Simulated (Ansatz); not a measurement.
Geometry optimisation, RKS PBE-D4/def2-SVP in Ansatz 0.2.0.

Input file:

```yaml
crystal:
  periodic: [false, false, false]
  atoms:
    - { symbol: B, position_ang: [-1.1835, 0.7184, -0.2129] }
    - { symbol: C, position_ang: [-0.3601, -0.5588, -0.0347] }
    - { symbol: C, position_ang: [1.0663, -0.233, 0.2946] }
    - { symbol: Cl, position_ang: [2.0237, 0.5076, -1.0849] }
    - { symbol: H, position_ang: [-1.7669, 0.9672, -1.2732] }
    - { symbol: H, position_ang: [-1.3467, 1.5486, 0.6632] }
    - { symbol: H, position_ang: [-0.3727, -1.1625, -0.958] }
    - { symbol: H, position_ang: [-0.763, -1.1322, 0.7859] }
    - { symbol: H, position_ang: [1.1598, 0.4681, 1.2237] }
    - { symbol: H, position_ang: [1.6263, -1.1745, 0.5991] }
basis:
  gaussian: { orbitals: def2-SVP }
hamiltonian:
  xc: pbe
  dispersion: d4
relax:
  f_tol: 0.015
  max_steps: 40
```

Run as:

```bash
$ ansatz run input.yaml --threads 1 --pin off --max-ram 2048MiB --backend cpu --events-out ev --progress --plain --runs-dir out
```

Question: Where does it end, and by what steps?

Answer: It converged. After 13 steps the energy has fallen by 0.281 eV; H5 moved furthest, 0.65 Å.

```
step  energy less start (eV)  largest force component (eV/Å)  accepted
   0                  0.0000                           1.999       yes
   1                 -0.1922                           0.561       yes
   2                 -0.2272                           0.284       yes
   3                 -0.2403                           0.361       yes
   4                 -0.2518                           0.163       yes
   5                 -0.2600                           0.091       yes
   6                 -0.2672                           0.164       yes
   7                 -0.2686                           0.322       yes
   8                 -0.2765                           0.236       yes
   9                 -0.2798                           0.085       yes
  10                 -0.2801                           0.088       yes
  11                 -0.2807                           0.042       yes
  12                 -0.2808                           0.076       yes
  13                 -0.2810                           0.011       yes
```

```xyz
10
Properties=species:S:1:pos:R:3
B -1.205 0.756 -0.298
C -0.308 -0.511 -0.112
C 1.110 -0.282 0.391
Cl 2.054 0.680 -0.822
H -2.241 0.684 -0.935
H -0.931 1.804 0.259
H -0.312 -1.163 -1.012
H -0.880 -1.104 0.651
H 1.121 0.304 1.331
H 1.677 -1.220 0.550
```

Whether the end is a true minimum wasn't checked by a vibrational analysis.

The run took 41 s on 1 thread of Arm Neoverse V1, on a shared host, peak memory 0.12 GiB.
